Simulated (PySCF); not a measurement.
# Spinor energies of Ge⁺ (germanium, charge +1)

Start: [Ar] 3d10 4s2 4p1; 4p3/2 filled at m_j = +3/2. Calculated with PySCF 2.14 in x2c-SVPall-2c with one added diffuse shell each of s, p, d type (6s7p4d, 47 functions): generalised Hartree-Fock with the X2C-1e Hamiltonian and a Gaussian nucleus; one run each with spin-orbit coupling (SO) screened by Boettger's factors, then bare. This is a chosen level, not necessarily the ground level.

| spinor shell | electrons | ε, screened SO (eV) | ε, bare SO (eV) | weight of nominal j (bare SO) | rms radius, bare SO (bohr) |
| --- | --- | --- | --- | --- | --- |
| 1s1/2 | 2 | -11184.0 | -11184.0 | 1.000 | 0.0542 |
| 2s1/2 | 2 | -1462.3 | -1462.3 | 1.000 | 0.227 |
| 2p1/2 | 2 | -1296.5 | -1298.0 | 1.000 | 0.201 |
| 2p3/2 | 4 | -1264.1 | -1263.4 | 1.000 | 0.204 |
| 3s1/2 | 2 | -210.69 | -210.69 | 1.000 | 0.668 |
| 3p1/2 | 2 | -154.00 | -154.23 | 1.000 | 0.694 |
| 3p3/2 | 4 | -149.46 | -149.36 | 1.000 | 0.704 |
| 3d3/2 | 4 | -53.159 | -53.336 | 0.995 | 0.810 |
| 3d5/2 | 6 | -52.530 | -52.419 | 0.996 | 0.818 |
| 4s1/2 | 2 | -23.414 | -23.415 | 0.999 | 2.24 |
| 4p3/2 | 1 | -15.326 | -15.322 | 1.000 | 2.82 |

```csv
quantity,screened SO,bare SO
E (hartree),-2096.47030,-2096.47885
M_J,3/2,3/2
⟨J²⟩,3.760,3.760
⟨L²⟩,2.009,2.010
⟨S²⟩,0.754,0.755
```

Each row is a mean over spinors that exchange with the open shell spreads, by up to 2.253 eV (4s1/2).
